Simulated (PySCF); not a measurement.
Simulated outer-valence photoelectron spectrum of `[GeH3][GeH2][Br]`. Level of theory: EOM-IP-CCSD/aug-cc-pVDZ in PySCF, restricted Hartree–Fock reference, frozen core, non-relativistic, gas phase, PBE0-D3(BJ)/def2-SVP geometry.

Each root has a Gaussian of 0.8 eV full width with its one-hole share as area; cross sections and vibrations are left out, and the highest printed point is 100.

```tsv
ionisation energy (eV)	intensity
8.8	0
9.0	2
9.2	6
9.4	18
9.6	36
9.8	54
10.0	66
10.2	67
10.4	60
10.6	45
10.8	34
11.0	34
11.2	45
11.4	57
11.6	66
11.8	79
12.0	94
12.2	100
12.4	96
12.6	92
12.8	89
13.0	80
13.2	60
13.4	34
13.6	15
13.8	5
14.0	1
14.2	0
14.4	0
14.6	0
14.8	0
15.0	0
15.2	0
15.4	0
15.6	0
15.8	0
16.0	0
16.2	2
16.4	6
16.6	16
16.8	30
17.0	40
17.2	37
17.4	25
17.6	12
17.8	4
18.0	1
18.2	0
```

**Question.** Where are the maxima, and how many lines lie under the curve?

**Answer.** 3 maxima, at 10.1, 12.2 and 17.1 eV, from 8 lines. At this width some lines have no maximum of their own.

**Question.** List the lines with their holes.

**Answer.** 
| E (eV) | leading hole (HF orbital) | area | Koopmans (eV) |
| --- | --- | --- | --- |
| 9.87 | HOMO | 0.96 | 10.45 |
| 10.39 | HOMO-1 | 0.95 | 11.11 |
| 11.37 | HOMO-2 | 0.95 | 12.05 |
| 12.02 | HOMO-3 | 0.94 | 12.74 |
| 12.21 | HOMO-4 | 0.94 | 13.00 |
| 12.74 | HOMO-5 | 0.94 | 13.49 |
| 13.07 | HOMO-6 | 0.93 | 13.96 |
| 17.07 | HOMO-7 | 0.85 | 18.74 |

The widest gap, 4.00 eV, lies between 13.07 and 17.07 eV. Only orbitals with −ε under 21 eV, eight at most, were ionised, so the high end of the curve may lack lines.
